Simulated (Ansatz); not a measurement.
Ansatz (an electronic-structure program) input (RI-MP2/def2-TZVPPD):
A basis named .json is the Basis Set Exchange file of that set.

Ansatz 0.2 input:
```yaml
crystal:
  periodic: [false, false, false]
  atoms:
    - {symbol: Zn, position_ang: [-0.00000000, -0.00000000, -0.39802834]}
    - {symbol: F, position_ang: [0.00000000, 0.00000000, 1.32676115]}
basis:
  gaussian:
    orbitals: def2-TZVPPD.json
    fitting: {mean_field: def2-universal-jkfit, correlation: def2-TZVPPD-RIFIT.json}
total_charge: 1
magnetization: {spin_polarized: true, initial_magnetization: 2}
correlation: {method: mp2, electrons: outside_noble_gas}
```

Output:

```
Functional definition: HF
integrals: 0.04 GiB planned
341 factors; integrals over basis functions are off by at most 1.6e0 eV
320 factors; integrals over basis functions are off by at most 1.7e2 eV
mean field: 0.21 GiB planned
mean field evaluation 1: about -51061.4023 eV, gradient 5.8e1 eV
mean field evaluation 2: about -51064.5778 eV, gradient 6.4e1 eV
mean field evaluation 4: about -51071.5837 eV, gradient 6.7e0 eV
mean field evaluation 8: about -51071.9612 eV, gradient 7.7e-2 eV
mean field evaluation 16: about -51072.6323 eV, gradient 3.9e0 eV
mean field evaluation 32: about -51068.8127 eV, gradient 2.1e1 eV
mean field -51072.71114137 eV, -1876.8875161182 hartree, gradient 1.9e-6 eV, S^2 2.005539; 10 other end points of the search recorded, 0 dependent functions left out
10 core orbitals not correlated
reference -51072.71114137 eV, -1876.8875161182 hartree; 10, 8 occupied and 87, 89 virtual orbitals, 320 factors
second order -17.80968178 eV of doubles, -0.00000000 eV of singles
Total energy: -51090.52082315 eV, -1877.5420098518 hartree
```

This state (charge 1, triplet) is run at the relaxed geometry of the species with charge 1 and multiplicity 1, and is a spin state other than that species' own.
